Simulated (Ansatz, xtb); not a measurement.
System: C$_{2}$H$_{4}$N, charge -1, multiplicity 1. It need not be the lowest isomer of its formula. Whether it binds its extra electron was not tested at this geometry. 
Structure (B3LYP-D3(BJ)/def2-TZVP (Ansatz, an electronic-structure program) minimum search):
```
N
C 1 1.2957
H 2 1.1367 1 106.21
C 1 1.4597 2 114.54 3 -180.00
H 4 1.1018 1 110.41 2 121.40
H 4 1.1018 5 106.25 1 -119.75
H 4 1.1060 5 108.70 6 -116.83
```
Charge -1, spin multiplicity 1.

Harmonic wavenumbers from GFN2-xTB (xtb, at its own minimum), cm⁻¹: 191, 442, 696, 936, 1063, 1102, 1296, 1386, 1492, 1497, 1532, 2056, 2581, 2737, 2798.

### Question
Give the harmonic wavenumbers at B3LYP-D3(BJ)/def2-TZVP (Ansatz, finite differences of forces, unscaled).

### Answer
205, 529, 797, 914, 1104, 1132, 1299, 1369, 1460, 1469, 1531, 2525, 2873, 2945, 2946 cm⁻¹. Zero-point energy 33.0 kcal/mol.

### Question
From these and the geometry, give the ideal-gas thermochemistry at 298.15 K and 1 atm (rigid rotor, harmonic oscillator).

### Answer
Point group Cs, rotational symmetry number 1. Rotational constants 61.15, 11.06, 9.942 GHz. S(trans) 37.14, S(rot) 21.40, S(vib) 3.22, S(elec, spin only) 0.00, S 61.8 cal/(mol K). H(298) - H(0) 2.98 kcal/mol; G - E(el) 17.6 kcal/mol.
